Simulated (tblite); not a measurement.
C7H11N (charge +1 and doublet state).
Numbering: `[CH2+:1][C:2]([CH3:3])[C@@H:4]1[CH2:5][CH:6]=[N:7][CH2:8]1` (hydrogens: H9, H10 on C1; H11, H12, H13 on C3; H14 on C4; H15, H16 on C5; H17 on C6; H18, H19 on C8)
Bond orders are those of one Lewis drawing.

Computed with GFN2-xTB (tblite), gas phase: L-BFGS steps from a force-field or distance-geometry start until the largest atomic force falls under 0.01 eV/Å.

Step 61: E = -625.9260 eV
```
atom  x, y, z in Å  |  force x, y, z in eV/Å
C1      1.1581    1.3438   -0.5651    0.053  -0.013  -0.022
C2      1.0760    0.1214    0.0256    0.015   0.080  -0.025
C3      2.2870   -0.6121    0.4655   -0.052   0.040   0.012
C4     -0.2595   -0.4832    0.2637    0.020   0.056  -0.014
C5     -1.0789   -0.6234   -1.0484    0.075  -0.057   0.017
C6     -2.4386   -0.1463   -0.6239    0.016   0.030  -0.063
N7     -2.4338    0.3720    0.5101   -0.049   0.073   0.014
C8     -1.1893    0.4415    1.1612   -0.020  -0.011  -0.008
H9      0.2944    1.9333   -0.8528    0.169  -0.161   0.094
H10     2.1198    1.7870   -0.7581    0.026   0.043  -0.055
H11     2.6089   -0.2458    1.4433    0.014   0.022   0.035
H12     2.1007   -1.6769    0.5637   -0.025  -0.049   0.006
H13     3.1321   -0.4555   -0.2062   -0.102   0.104  -0.006
H14    -0.1721   -1.4518    0.7573    0.011  -0.002  -0.014
H15    -0.6864    0.0159   -1.8453   -0.112   0.015   0.000
H16    -1.0966   -1.6422   -1.4359   -0.009  -0.023   0.047
H17    -3.3148   -0.2343   -1.2467   -0.012   0.009   0.072
H18    -0.8549    1.4856    1.1940   -0.027  -0.114   0.004
H19    -1.2619    0.0805    2.1903    0.009  -0.043  -0.093
```

Step 62: E = -625.9303 eV
```
atom  x, y, z in Å  |  force x, y, z in eV/Å
C1      1.1639    1.3471   -0.5648    0.136   0.007  -0.066
C2      1.0766    0.1281    0.0241   -0.039  -0.067   0.055
C3      2.2831   -0.6070    0.4673   -0.064  -0.053   0.024
C4     -0.2571   -0.4806    0.2614   -0.006   0.035  -0.002
C5     -1.0785   -0.6286   -1.0477    0.033   0.023   0.018
C6     -2.4365   -0.1503   -0.6231   -0.003   0.043  -0.068
N7     -2.4309    0.3745    0.5072   -0.080   0.095   0.058
C8     -1.1901    0.4424    1.1610    0.044  -0.078  -0.041
H9      0.3045    1.9276   -0.8641    0.054  -0.039   0.059
H10     2.1289    1.7854   -0.7507    0.027   0.071  -0.064
H11     2.6066   -0.2445    1.4451    0.025   0.026   0.047
H12     2.0900   -1.6725    0.5612    0.008  -0.009   0.014
H13     3.1233   -0.4516   -0.2075   -0.029   0.100  -0.020
H14    -0.1679   -1.4470    0.7601    0.023   0.005  -0.036
H15    -0.6958    0.0151   -1.8451   -0.072   0.006  -0.024
H16    -1.1027   -1.6447   -1.4370    0.030  -0.072   0.045
H17    -3.3136   -0.2361   -1.2425   -0.049  -0.007   0.034
H18    -0.8519    1.4826    1.2034   -0.027  -0.051  -0.003
H19    -1.2617    0.0695    2.1840   -0.010  -0.036  -0.031
```

Step 63: E = -625.9337 eV
```
atom  x, y, z in Å  |  force x, y, z in eV/Å
C1      1.1673    1.3447   -0.5759    0.086  -0.093  -0.028
C2      1.0798    0.1302    0.0261   -0.066   0.000   0.008
C3      2.2838   -0.6020    0.4792   -0.052  -0.050  -0.014
C4     -0.2546   -0.4797    0.2575   -0.029   0.010  -0.002
C5     -1.0799   -0.6255   -1.0496   -0.017   0.041   0.018
C6     -2.4367   -0.1438   -0.6229    0.010   0.066   0.025
N7     -2.4294    0.3775    0.5103   -0.048   0.045   0.002
C8     -1.1883    0.4374    1.1646    0.044  -0.111  -0.039
H9      0.3040    1.9110   -0.8912    0.063  -0.015   0.072
H10     2.1298    1.7866   -0.7617    0.044   0.076  -0.061
H11     2.6055   -0.2431    1.4589    0.012   0.031   0.037
H12     2.0896   -1.6681    0.5672    0.024  -0.001   0.022
H13     3.1237   -0.4419   -0.1958   -0.020   0.081   0.007
H14    -0.1665   -1.4494    0.7519    0.031   0.034  -0.044
H15    -0.7038    0.0168   -1.8504   -0.038   0.008  -0.029
H16    -1.1115   -1.6416   -1.4383    0.045  -0.071   0.048
H17    -3.3155   -0.2248   -1.2401   -0.047  -0.007   0.025
H18    -0.8516    1.4768    1.2202   -0.006  -0.037  -0.009
H19    -1.2554    0.0482    2.1824   -0.034  -0.008  -0.035
```

Problem. Estimate the geometry and energy of step 64. (The exact step hangs on the optimiser's Hessian estimate; all steps are aligned on step 63, rigid shifts and turns removed.)

Solution. E = -625.9370 eV, largest force 0.137 eV/Å
```
atom  x, y, z in Å  |  force x, y, z in eV/Å
C1      1.1739    1.3404   -0.5841    0.073  -0.049  -0.049
C2      1.0809    0.1311    0.0239    0.035  -0.106   0.077
C3      2.2856   -0.5965    0.4907   -0.027   0.030   0.025
C4     -0.2529   -0.4815    0.2507   -0.072  -0.008  -0.022
C5     -1.0862   -0.6248   -1.0519   -0.067   0.033  -0.012
C6     -2.4407   -0.1342   -0.6218    0.000   0.031   0.044
N7     -2.4293    0.3856    0.5128    0.058  -0.018  -0.013
C8     -1.1840    0.4302    1.1646   -0.004  -0.059  -0.055
H9      0.3080    1.8921   -0.9109    0.019   0.057   0.045
H10     2.1335    1.7923   -0.7648    0.025   0.037  -0.048
H11     2.6030   -0.2335    1.4764   -0.046  -0.032  -0.125
H12     2.0942   -1.6639    0.5745    0.040   0.023   0.041
H13     3.1269   -0.4300   -0.1844   -0.052   0.057   0.072
H14    -0.1626   -1.4540    0.7412    0.031   0.057  -0.054
H15    -0.7173    0.0141   -1.8584   -0.006   0.006  -0.024
H16    -1.1246   -1.6430   -1.4390    0.039  -0.024   0.067
H17    -3.3238   -0.2119   -1.2352   -0.004   0.003   0.035
H18    -0.8467    1.4686    1.2317    0.017  -0.034  -0.010
H19    -1.2476    0.0284    2.1763   -0.060  -0.004   0.006
```

The energy changes by -0.0033 eV. The first-order estimate −F·Δx gives -0.0060 eV and the mean of the old and new forces, exact on a quadratic surface, -0.0033 eV. The step makes an angle of 73° with the force vector and moves no atom by more than 0.028 Å.

What follows is the cost of the whole relaxation. Hardware: Arm Neoverse V2, one thread, no GPU, on a shared host. Cost: 0.79 s of wall time.
